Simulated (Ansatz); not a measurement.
Basis-set extrapolation for C2H6AlClSi (`[AlH2][C]1(Cl)C[SiH2]1`) (PBE0-D4/def2-TZVP geometry, frozen core, Ansatz 0.2.0). Multiplicity 1, RHF reference.

```json
{"": "HF", "def2-TZVPP": "-1069.571044", "def2-QZVPP": "-1069.603500"}
{"": "MP2 correlation", "def2-TZVPP": "-0.730844", "def2-QZVPP": "-0.786418"}
{"": "CCSD(T) correlation", "def2-TZVPP": "-0.823081", "def2-QZVPP": "not run"}
```

Energies in hartree. Use E(X) = E(∞) + A·exp(−7.88·√X) for Hartree–Fock and E(X) = E(∞) + B·X^(−2.97) for correlation, with X = 3 and 4, and add CCSD(T) minus MP2 of the smaller set to the MP2 limit.

What is the CCSD(T) energy at the basis-set limit?

HF limit: -1069.603500 + (-0.032456) × 0.13774 = -1069.60797. MP2 limit: -0.786418 + (-0.055574) × 0.74074 = -0.82758. Higher-order term: -0.823081 − (-0.730844) = -0.09224. Total: -1070.52779 hartree, 350.9 kJ/mol below CCSD(T)/def2-TZVPP.
